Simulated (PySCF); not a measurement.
H10Ge4, SMILES [GeH3][GeH2][GeH2][GeH3], GFN2-xTB optimised geometry.

```
14

Ge     3.01    -1.31     0.00
Ge     0.63    -1.31     0.00
Ge    -0.50     0.81     0.00
Ge    -2.81     0.87    -0.59
H      3.60     0.06     0.10
H      3.60    -1.90    -1.24
H      3.61    -2.08     1.14
H      0.13    -2.14    -1.17
H      0.13    -2.13     1.17
H      0.26     1.78    -0.89
H     -0.32     1.46     1.36
H     -3.04     0.75    -2.07
H     -3.61    -0.24     0.03
H     -3.49     2.14    -0.18
```

Density from CAM-B3LYP/def2-TZVP (PySCF 2.14.0) at that geometry.

Minimum of the electron density along straight lines between bonded atoms, close to the bond critical point (lines longer than 1.1 times the sum of covalent radii, or with two minima, are not listed):

| bond | length / Å | ρ at the minimum / e bohr⁻³ | ∇²ρ there / e bohr⁻⁵ | position (fraction from the first atom) |
|---|---|---|---|---|
| Ge1–Ge2 | 2.382 | 0.091 | -0.10 | 0.50 |
| Ge2–Ge3 | 2.401 | 0.089 | -0.10 | 0.50 |
| Ge3–Ge4 | 2.381 | 0.091 | -0.10 | 0.50 |
| Ge1–H5 | 1.501 | 0.141 | 0.09 | 0.60 |
| Ge1–H6 | 1.500 | 0.141 | 0.08 | 0.60 |
| Ge1–H7 | 1.500 | 0.141 | 0.08 | 0.60 |
| Ge2–H8 | 1.516 | 0.137 | 0.08 | 0.59 |
| Ge2–H9 | 1.516 | 0.137 | 0.08 | 0.59 |
| Ge3–H10 | 1.516 | 0.137 | 0.08 | 0.59 |
| Ge3–H11 | 1.515 | 0.137 | 0.08 | 0.59 |
| Ge4–H12 | 1.500 | 0.141 | 0.08 | 0.60 |
| Ge4–H13 | 1.500 | 0.141 | 0.09 | 0.60 |
| Ge4–H14 | 1.500 | 0.141 | 0.08 | 0.60 |
